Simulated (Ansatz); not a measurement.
Breaking the Ca1–O2 bond in CaO (multiplicity 1 held). Energies count from the point at 1.824 Å.


Signs of static correlation in def2-TZVPPD, from Ansatz (an electronic-structure program) runs.

| R (Å) | T1 of restricted CCSD | ⟨S²⟩ of UHF | largest double amplitude of restricted CCSD |
|---|---|---|---|
| 1.459 | 0.018 | 0.000 | 0.024 |
| 1.641 | 0.026 | 0.997 | 0.032 |
| 1.824 | 0.043 | 0.995 | 0.033 |
| 2.006 | 0.072 | 1.009 | 0.067 |
| 2.189 | 0.087 | 1.010 | ? |
| 2.462 | 0.071 | 1.011 | 0.322 |
| 2.736 | 0.129 | 1.014 | 0.401 |
| 3.192 | 0.201 | 1.030 | 0.497 |
| 3.648 | ? | 1.732 | 0.575 |
| 4.195 | 0.290 | 1.934 | 0.613 |
| 4.924 | 0.296 | 1.147 | 0.520 |
| 5.836 | 0.153 | 1.116 | 0.205 |
| 7.295 | 0.010 | 1.106 | 0.222 |

Problem. Complete the blanks.

Solution. 
- 2.189, largest double amplitude of restricted CCSD: 0.150
- 3.648, T1 of restricted CCSD: 0.251

Doubts at one or more of the structures used: a restricted determinant that unrestricted orbitals would lower (R-CCSD(T)/def2-TZVPPD); T1 above 0.05 (R-CCSD(T)/def2-TZVPPD, U-CCSD(T)/def2-TZVPPD); other coupled-cluster roots lie near (R-CCSD(T)/def2-TZVPPD); a spin-contaminated determinant (U-CCSD(T)/def2-TZVPPD); the program's own flag: large difference (U-CCSD(T)/def2-TZVPPD); the program's own flag: other amplitudes (U-CCSD(T)/def2-TZVPPD).
